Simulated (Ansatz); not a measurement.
Process, species as SMILES: Cl[Se]Cl + H+ → Cl[SeH+]Cl
B3LYP-D3(BJ)/def2-TZVP geometries, fixed; electronic energies without zero-point terms; positive where energy is released.

Basis-set convergence of the proton affinity at B2PLYP with Ansatz (a first-principles code). All functions are spherical. Cores are frozen (with 3d on Ga to Br). The proton sits at the site shown, which need not be the one that binds it best. No added dispersion term, no relativity. Functions are those of the species that has most. Reference: the value in pcseg-4, 167.65 kcal/mol, itself unsure by roughly 0.06 kcal/mol (its mean distance from aug-pcseg-3, aug-cc-pV(Q+d)Z, cc-pV(5+d)Z). Deviations are taken from unrounded values.

| basis | functions | proton affinity (kcal/mol) |
|---|---|---|
| pcseg-1 | 68 | 161.26 |
| aug-pcseg-1 | 99 | 164.38 |
| def2-SVP | 73 | 167.17 |
| def2-SVPD | 103 | 164.78 |
| cc-pV(D+d)Z | 78 | 165.16 |
| aug-cc-pV(D+d)Z | 109 | 165.21 |
| pcseg-2 | 125 | 168.22 |
| aug-pcseg-2 | 182 | 167.68 |
| def2-TZVP | 128 | 167.77 |
| def2-TZVPD | 158 | 167.03 |
| cc-pV(T+d)Z | 135 | 167.95 |
| aug-cc-pV(T+d)Z | 192 | 167.45 |
| def2-TZVPP | 146 | 168.55 |
| def2-TZVPPD | 176 | 167.73 |
| cc-pV(Q+d)Z | 226 | 167.81 |
| aug-cc-pV(Q+d)Z | 317 | 167.55 |
| pcseg-3 | 229 | 167.90 |
| aug-pcseg-3 | 320 | 167.66 |
| def2-QZVPP | 259 | 167.80 |
| def2-QZVPPD | 289 | 167.70 |

What the diffuse functions change, pair by pair:
- pcseg-1 to aug-pcseg-1: 31 more functions, deviation -6.40 to -3.27 kcal/mol
- def2-SVP to def2-SVPD: 30 more functions, deviation -0.48 to -2.88 kcal/mol
- cc-pV(D+d)Z to aug-cc-pV(D+d)Z: 31 more functions, deviation -2.50 to -2.44 kcal/mol
- pcseg-2 to aug-pcseg-2: 57 more functions, deviation 0.56 to 0.03 kcal/mol
- def2-TZVP to def2-TZVPD: 30 more functions, deviation 0.12 to -0.62 kcal/mol
- cc-pV(T+d)Z to aug-cc-pV(T+d)Z: 57 more functions, deviation 0.30 to -0.21 kcal/mol
- def2-TZVPP to def2-TZVPPD: 30 more functions, deviation 0.90 to 0.08 kcal/mol
- cc-pV(Q+d)Z to aug-cc-pV(Q+d)Z: 91 more functions, deviation 0.16 to -0.10 kcal/mol
- pcseg-3 to aug-pcseg-3: 91 more functions, deviation 0.25 to 0.00 kcal/mol
- def2-QZVPP to def2-QZVPPD: 30 more functions, deviation 0.15 to 0.04 kcal/mol

They bring the value nearer the reference by more than 0.06 kcal/mol in 6 of 10 pairs.
